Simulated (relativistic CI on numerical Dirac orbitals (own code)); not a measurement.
**Transition arrays of La XXI**

Computed by Dirac-Coulomb-Breit CI, separate exchange-only KLI orbitals for each configuration, a model potential for QED, valence Slater integrals scaled by 0.9, whole transition arrays (own radial code, finite nucleus).

CI space (outside the closed core [Ar] 3d10 4s2): 4p6 4d, 4p6 4f, 4p5 4d2, 4p6 5p, 4p6 5f. Levels of other configurations are missing.

All E1 lines from the levels of 4p6 4d; mean and standard deviation are weighted by gf, and upper levels are sorted by their leading configuration.

```tsv
Upper configuration	Lines	Σgf	Mean (eV)	Mean (nm)	σ (eV)	Strongest line (nm)
4p5 4d2	63	54.4	131.54	9.425	7.52	9.201
4p6 5p	3	1.1	200.71	6.177	2.20	6.140
4p6 5f	3	1.6	291.99	4.246	1.84	4.267
```

Σgf per state of the lower configuration in bins of 0.2 nm over the central range (centre: value): 4.3: 0.16, 6.1: 0.07, 6.3: 0.04, 9.1: 0.74, 9.3: 3.12, 9.5: 1.09, 10.9: 0.05, 11.1: 0.06, 11.3: 0.09, 11.5: 0.06.

(1) How do configuration mixing and the scaling of the Slater integrals move the arrays?

Answers

(1) Slater scale 0.9, no configuration mixing: 4p6 4f 118.0 ± 1.7 eV (Σgf 6.7), 4p5 4d2 128.3 ± 9.3 eV (Σgf 45.6), 4p6 5p 200.8 ± 2.2 eV (Σgf 1.2), 4p6 5f 292.0 ± 1.8 eV (Σgf 1.7); Slater scale 1: 4p5 4d2 134.1 ± 7.5 eV (Σgf 55.5), 4p6 5p 200.7 ± 2.2 eV (Σgf 1.1), 4p6 5f 292.0 ± 1.8 eV (Σgf 1.6); Slater scale 0.8: 4p6 4f 129.2 ± 0.2 eV (Σgf 9.3), 4p5 4d2 128.9 ± 8.3 eV (Σgf 44.1), 4p6 5p 200.7 ± 2.2 eV (Σgf 1.1), 4p6 5f 292.0 ± 1.8 eV (Σgf 1.6). With mixing, levels are counted to their leading configuration, so an array can shrink or vanish into another, and the sums then hold other lines.
